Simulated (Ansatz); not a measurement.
Reaction (redistribution): `[NH2][Ga]([SH])[Cl]` + `[SH][Ti]([SH])([SH])[SH]` → `[NH2][Ga]([SH])[SH]` + `[SH][Ti]([SH])([SH])[Cl]`

Gas-phase electronic energies from Ansatz, PBE0-D4/def2-TZVP geometries. CCSD(T)/CBS adds triple-zeta CCSD(T) − MP2 to the extrapolated MP2 energy (def2 sets, frozen cores). DFT in def2-TZVPP. For Ga, Ti outer-core shells are correlated without core-valence functions, which leaves a few kJ/mol of doubt a bond. Scalar relativity is left out up to krypton. Each species was taken in one conformer, which may not be the lowest.

`[NH2][Ga]([SH])[Cl]`:

```xyz
7

N     0.503    0.999   -1.043
Ga   -0.144   -0.276    0.049
S     0.163   -0.276    2.213
Cl   -1.217   -1.895   -0.852
H     0.272    1.030   -2.020
H     0.926    1.849   -0.713
H    -0.503   -1.432    2.367
```

`[SH][Ti]([SH])([SH])[SH]`:

Z-matrix (Å, degrees):
```
Ti
S 1 2.271
S 1 2.256 2 107.9
S 1 2.266 2 106.9 3 115.4
S 1 2.281 2 114.8 3 -120.9
H 2 1.349 1 91.5 3 161.5
H 3 1.352 1 87.8 2 -62.8
H 4 1.350 1 90.0 2 164.6
H 5 1.350 1 90.2 2 -61.9
```

`[NH2][Ga]([SH])[SH]`:

Z-matrix (Å, degrees):
```
N
Ga 1 1.807
H 1 1.005 2 122.8
H 1 1.005 2 122.8 3 161.9
S 2 2.200 1 118.3 3 10.0
S 2 2.200 1 118.3 3 -171.9
H 5 1.342 2 94.2 1 178.4
H 6 1.342 2 94.2 1 -178.5
```

`[SH][Ti]([SH])([SH])[Cl]`:

Cartesian coordinates in Å:
```
S -2.199 -0.377 0.430
Ti -0.042 0.263 0.266
S 1.020 -1.582 -0.515
S -0.036 1.900 -1.299
Cl 0.801 0.979 2.150
H -1.891 -1.152 1.493
H 2.217 -1.010 -0.256
H 0.129 0.980 -2.270
```

| level | ΔE (kJ/mol) |
| --- | --- |
| PBE-D4 | -28.4 |
| ωB97X-V | -28.4 |
| r2SCAN | -28.6 |
| HF/CBS(def2) | -29.0 |

(1) What does CCSD(T)/CBS give? (An estimate is asked.)

Largest T1 diagnostic among the species: 0.029, so the coupled-cluster value is less sure than usual.

Answers

(1) Ansatz gave: -27.5 kJ/mol. The listed levels differ from it by -0.9, -0.9, -1.1, -1.5 kJ/mol.
